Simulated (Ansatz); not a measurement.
Species: H₂F₂Si₂, SMILES `[SiH](=[SiH]/F)/F` with one electron removed (charge 1, multiplicity 2), formula H₂F₂Si₂.

Task: How many basis functions does frozen-core CCSD(T)/cc-pVTZ // r2SCAN-D4/def2-TZVP run with Ansatz (a quantum-chemistry and plane-wave program) use, how many core orbitals are frozen, and how many electrons are correlated?

Result: 156 basis functions and 12 frozen orbitals, which leaves 23 correlated electrons. Core time is of the order of minutes.
